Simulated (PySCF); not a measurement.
**Bond energies at CCSD(T)/def2-SVP beside a composite method**

PySCF, lowest determinants of a PBE0 search. The composite is CCSD(T) extrapolated to the basis-set limit from two correlation-consistent sets, with core-valence (CV) and scalar-relativistic (SR) terms as its label shows; it has no spin–orbit coupling and nothing beyond (T).

```csv
species,state (unpaired electrons),De CCSD(T) (eV),De composite (eV),composite,dissociates to
SnS,singlet (closed shell),4.39,5.05,CCSD(T)/CBS(DT)+CV,Sn + S
MgI,doublet (σ ↑),1.98,2.16,CCSD(T)/CBS(DT),Mg + I
BiCl,triplet (π ↑↑),2.28,2.94,CCSD(T)/CBS(DT),Bi + Cl
TlC,"quartet (σ ↑, π ↑↑)",2.33,2.62,CCSD(T)/CBS(DT)+CV,Tl + C
BCl,singlet (closed shell),5.10,5.34,CCSD(T)/CBS(TQ)+CV+SR,B + Cl
AlH,singlet (closed shell),3.04,3.19,CCSD(T)/CBS(TQ)+CV+SR,Al + H
KSr,doublet (σ ↑),0.13,0.15,CCSD(T)/CBS(DT),K + Sr
CsLi,singlet (closed shell),0.59,0.72,CCSD(T)/CBS(DT)+CV,Cs + Li
```

Question: Does CCSD(T) bind more or less than the composite, by how much on average, and where is the difference largest?

Answer: CCSD(T)/def2-SVP binds less on average, method and basis taken together: the mean signed difference is -0.29 eV and the mean absolute one 0.29 eV; it is largest for SnS (-0.66 eV).

The molecules are drawn from runs that passed checks on state, spin purity and fit, so the hardest cases are missing and the errors look smaller than over all diatomics.

Correlated steps freeze the inner cores (0 to 24 orbitals); shallow outer-core shells are correlated. UHF and ROHF references stand side by side, which adds small steps between rows. Weak bonds: KSr. Basis-set superposition, not corrected here, can be much of De in a small basis, most of all at correlated wavefunction levels. Spin–orbit coupling is left out, which matters for elements this heavy, above all for dissociation energies. Where the molecule has an RHF reference, its open-shell atoms are computed with UHF. The CCSD T1 diagnostic is raised in SnS, a sign that a single reference may not be enough there. States were picked by a PBE0 search and need not be the measured ground states.
